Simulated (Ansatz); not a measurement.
Wavefunction ladder for C3H8BN (`NCC1BC1`)

Cartesian coordinates in Å:
```
N 0.686 1.549 0.794
C -0.184 0.396 0.953
C -0.584 -0.178 -0.386
B -0.538 -1.688 -0.608
C 0.513 -0.806 -1.260
H 0.921 1.953 1.693
H 0.223 2.268 0.250
H -1.103 0.599 1.524
H 0.372 -0.354 1.530
H -1.331 0.412 -0.916
H -0.981 -2.763 -0.376
H 0.477 -0.617 -2.330
H 1.528 -0.770 -0.869
```

The species carries charge 0 and has multiplicity 1. The structure was optimised at the PBE0-D4/def2-TZVP level. It is one conformer, not always the lowest. Frozen core, restricted reference, the Gaussian-basis code of Ansatz. CBS rows extrapolate triple and quadruple zeta; past MP2 they add the triple-zeta difference.

```csv
basis,HF (Eh),MP2 corr.,CCSD corr.,(T),CCSD(T) total
def2-TZVPP,-197.39704,-0.81919,-0.86358,-0.03536,-198.29598
def2-QZVPP,-197.40647,-0.87268,–,–,–
CBS(def2),-197.40777,-0.91231,-0.95670,as TZ,-198.39983
```
